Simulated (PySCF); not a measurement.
methylamine (CH5N), singlet, geometry from GFN2-xTB, with bond 6-1 at 1.3 times its length; DF-R2SCAN/def2-TZVP in PySCF.

PySCF was given this input:
```python
from pyscf import gto, scf, dft

mol = gto.Mole()
mol.atom = '''
    C     0.060157    0.700592   -0.001314
    N     0.039662   -0.751725    0.002997
    H    -0.934520    1.169431   -0.017954
    H    -0.463987   -1.092953    0.815181
    H    -0.439056   -1.098165   -0.821958
    H     0.743802    1.145611    1.156502
    H     0.612946    1.037289   -0.877677
'''
mol.basis = 'def2-tzvp'
mol.charge = 0
mol.spin = 0
mol.verbose = 4
mol.build()

mf = dft.RKS(mol)
mf.xc = 'r2scan'
mf.init_guess = 'sap'
mf = mf.density_fit(auxbasis='def2-universal-jkfit')
mf.kernel()
```

What the program printed (banner, timings and long lists left out):

```
PySCF version 2.14.0

[INPUT] verbose = 4
[INPUT] num. atoms = 7
[INPUT] num. electrons = 18
[INPUT] charge = 0
[INPUT] spin (= nelec alpha-beta = 2S) = 0
[INPUT] symmetry False subgroup None
[INPUT] Mole.unit = angstrom
[INPUT] Symbol           X                Y                Z      unit          X                Y                Z       unit  Magmom
[INPUT]  1 C      0.060157000000   0.700592000000  -0.001314000000 AA    0.113680254475   1.323927005061  -0.002483100128 Bohr   0.0
[INPUT]  2 N      0.039662000000  -0.751725000000   0.002997000000 AA    0.074950317552  -1.420554370989   0.005663509195 Bohr   0.0
[INPUT]  3 H     -0.934520000000   1.169431000000  -0.017954000000 AA   -1.765986857929   2.209904311576  -0.033928142840 Bohr   0.0
[INPUT]  4 H     -0.463987000000  -1.092953000000   0.815181000000 AA   -0.876808355359  -2.065381837022   1.540468831949 Bohr   0.0
[INPUT]  5 H     -0.439056000000  -1.098165000000  -0.821958000000 AA   -0.829695593347  -2.075231089583  -1.553275505895 Bohr   0.0
[INPUT]  6 H      0.743802000000   1.145611000000   1.156502000000 AA    1.405582070904   2.164891035289   2.185472042512 Bohr   0.0
[INPUT]  7 H      0.612946000000   1.037289000000  -0.877677000000 AA    1.158300069148   1.960192122024  -1.658569155830 Bohr   0.0

nuclear repulsion = 41.1983681157255
number of shells = 42
number of NR pGTOs = 132
number of NR cGTOs = 92
basis = def2-tzvp
ecp = {}

******** <class 'pyscf.df.df_jk.DFRKS'> ********
method = DFRKS
initial guess = sap
damping factor = 0
level_shift factor = 0
DIIS = <class 'pyscf.scf.diis.CDIIS'>
diis_start_cycle = 1
diis_space = 8
diis_damp = 0
SCF conv_tol = 1e-09
SCF conv_tol_grad = None
SCF max_cycles = 50
direct_scf = False
XC library pyscf.dft.libxc version 7.1.2
    S. Lehtola, C. Steigemann, M. J. T. Oliveira, and M. A. L. Marques,  SoftwareX 7, 1–5 (2018)
XC functionals = r2scan
    J. W. Furness, A. D. Kaplan, J. Ning, J. P. Perdew, and J. Sun,  J. Phys. Chem. Lett. 11, 8208–8215 (2020)
    J. W. Furness, A. D. Kaplan, J. Ning, J. P. Perdew, and J. Sun,  J. Phys. Chem. Lett. 11, 9248–9248 (2020)
    J. W. Furness, A. D. Kaplan, J. Ning, J. P. Perdew, and J. Sun,  J. Phys. Chem. Lett. 11, 8208–8215 (2020)
    J. W. Furness, A. D. Kaplan, J. Ning, J. P. Perdew, and J. Sun,  J. Phys. Chem. Lett. 11, 9248–9248 (2020)
radial grids:
    Treutler-Ahlrichs [JCP 102, 346 (1995); DOI:10.1063/1.469408] (M4) radial grids

becke partition: Becke, JCP 88, 2547 (1988); DOI:10.1063/1.454033
pruning grids: <function nwchem_prune>
grids dens level: 3
symmetrized grids: False
atomic radii adjust function: <function treutler_atomic_radii_adjust>
small_rho_cutoff = 0
Set gradient conv threshold to 3.16228e-05
Initial guess from superposition of atomic potentials (doi:10.1021/acs.jctc.8b01089)
This is the Gaussian fit version as described in doi:10.1063/5.0004046.
Found SAP basis sapgrasplarge
  HOMO = -0.82342653335005  LUMO = -0.490232443883848  gap/eV = 9.06667
tot grids = 77064
init E= -94.6230790872346
  HOMO = 0.170375186312293  LUMO = 0.198742271623421  gap/eV = 0.77191
cycle= 1 E= -93.0922203329978  delta_E= 1.53  |g|= 2.97  |ddm|= 8.37
  HOMO = -0.959839883544564  LUMO = -0.776792606144934  gap/eV = 4.98097
cycle= 2 E= -91.7505478440824  delta_E= 1.34  |g|= 4.29  |ddm|=  8.6
  HOMO = -0.36114394238674  LUMO = -0.0346804799939804  gap/eV = 8.88352
cycle= 3 E= -95.6086863983796  delta_E= -3.86  |g|= 0.783  |ddm|= 1.97
  HOMO = -0.224700926199375  LUMO = 0.0325667896572797  gap/eV = 7.00061
cycle= 4 E= -95.7719986591995  delta_E= -0.163  |g|= 0.317  |ddm|= 0.69
  HOMO = -0.202254646743636  LUMO = 0.0196738916932482  gap/eV = 6.03898
cycle= 5 E= -95.7942346756452  delta_E= -0.0222  |g|= 0.101  |ddm|= 0.227
  HOMO = -0.207839861696403  LUMO = 0.0217091705004364  gap/eV = 6.24635
cycle= 6 E= -95.7964245560837  delta_E= -0.00219  |g|= 0.0154  |ddm|= 0.0643
  HOMO = -0.207337893547813  LUMO = 0.0196397114679172  gap/eV = 6.17638
cycle= 7 E= -95.7964990284223  delta_E= -7.45e-05  |g|= 0.0033  |ddm|= 0.0183
  HOMO = -0.207525048767909  LUMO = 0.0197354813570456  gap/eV = 6.18407
cycle= 8 E= -95.7965021825095  delta_E= -3.15e-06  |g|= 0.000825  |ddm|= 0.00412
  HOMO = -0.207532114123605  LUMO = 0.0196413660995063  gap/eV = 6.18171
cycle= 9 E= -95.796502358855  delta_E= -1.76e-07  |g|= 7.78e-05  |ddm|= 0.000846
  HOMO = -0.20751997868506  LUMO = 0.0196375735053067  gap/eV = 6.18127
cycle= 10 E= -95.796502360237  delta_E= -1.38e-09  |g|= 1.84e-05  |ddm|= 0.000162
  HOMO = -0.207522385865335  LUMO = 0.0196372015073933  gap/eV = 6.18133
cycle= 11 E= -95.7965023603377  delta_E= -1.01e-10  |g|= 2.4e-06  |ddm|= 2.96e-05
  HOMO = -0.207521973713977  LUMO = 0.0196366522906963  gap/eV = 6.18130
Extra cycle  E= -95.7965023603378  delta_E= -1.71e-13  |g|= 2.17e-06  |ddm|= 5.62e-06
converged SCF energy = -95.7965023603378
```
